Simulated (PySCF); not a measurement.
TeP: one state, many levels of theory

State: ²Π (doublet), unpaired electrons π ↑. Set-up: basis Te def2-SVPD with ECP28, P def2-SVPD; scalar-relativistic core potentials; PySCF 2.14. De refers to Te + P in their high-spin ground configurations, without counterpoise correction. The functionals are run spin-unrestricted. A positive dipole means Te(−)P(+). Levels whose curve was spin-contaminated or gave no clean fit are not listed.

```csv
Level,Re (Å),ωe (cm⁻¹),De (eV),μ (D)
PBE,2.279,460,3.51,-0.56
BLYP,2.302,441,3.44,-0.46
TPSS,2.273,465,3.32,-0.59
r²SCAN,2.262,474,3.08,-0.55
M06-L,2.261,478,3.34,-0.97
PBE0,2.250,482,3.04,-0.48
```

Task: What does a quarter of exact exchange do here, going from PBE to PBE0?

Result: PBE0 less PBE: -2.9 pm in Re, +4.8 % in ωe, -0.47 eV in De. Exact exchange removes part of the self-interaction that spreads semilocal densities, and in most molecules shortens and stiffens the bond and lowers De; so it does here.

Task: What does the step from GGA to meta-GGA do here, going from PBE to r²SCAN?

Result: r²SCAN less PBE: -1.7 pm in Re, +3.0 % in ωe, -0.43 eV in De. 

Spin–orbit coupling is left out, which matters for elements this heavy, above all for dissociation energies. The state was picked by a PBE0 search and need not be the measured ground state.
